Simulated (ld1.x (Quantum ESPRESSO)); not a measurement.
# Ranking TM semilocal potentials for I

All share these settings but for the change named:

```
Element                 : I (Z = 53)
Generator               : ld1.x (Quantum ESPRESSO) 7.5
Type                    : norm-conserving Troullier–Martins (semilocal form)
Functional              : PBE
Relativity              : scalar-relativistic
Frozen core             : [Kr] 4d10
Valence charge          : 7
Reference configuration : 5s2 5p5
Partial waves           : 5s (bound): rc 1.75 bohr; 5d channel at 0.05 Ry: rc 1.65 bohr; 5p (bound): rc 1.75 bohr
Local potential         : the p channel
Core correction         : none
```

Test errors are all-electron minus pseudo excitation energies from the reference, over 5s2 5p4; 5s2 5p3; 5s2 5p2; 5s2 5p1; 5s2 5p4.5; 5s1 5p6; 5s1 5p5. None of these files shows a bound ghost.

The base gives 87.5 meV.

Of 11 variants that were run, those that failed, showed a ghost or another fault, or gave nearly equal values are left out.

A variant can come out equal or close to the base, since the largest error may sit in a test that the change hardly touches while other tests move.

Problem. Rank these variants by their largest absolute test error, smallest first.
A. wave 5d channel at 0.05 Ry: rc 1.65 bohr becomes 5d channel at 0.05 Ry: rc 2.38 bohr
B. core correction a·sin(br)/r model core inside 1.52 bohr
C. wave 5p (bound): rc 1.75 bohr becomes 5p (bound): rc 1.50 bohr

Solution. C (48.8 meV), A (87.5 meV), B (137.3 meV).
